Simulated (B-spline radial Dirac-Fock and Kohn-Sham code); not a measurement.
Z = 74 (tungsten), transition energy 21.6 keV. These are calculated numbers from a radial atomic solver; the model is a Dirac-Hartree-Slater potential of the neutral atom with a Latter tail (no hole, which puts coefficients of high multipoles low close above an edge), finite nucleus with surface currents. The K shell is not open to conversion at this energy. Subshells that would emit electrons below 1 keV are left out.

Question: A pure transition shows α(L) = 57.9, L1/L2 = 9.92 and L1/L3 = 76.2. What is its multipolarity?
A. E1
B. E4
C. E2
D. M3
E. M4
F. E3
G. M2
H. M1

Answer: H. For comparison, α(L), L1/L2, L1/L3 are E1 3.63, 0.861, 0.597; E2 4120, 0.0201, 0.0162; E3 491000, 0.0138, 0.0110; E4 1.95e+07, 0.00931, 0.00699; M2 9560, 18.8, 1.73; M3 1.73e+06, 22.5, 0.128; M4 1.29e+08, 21.1, 0.0300.
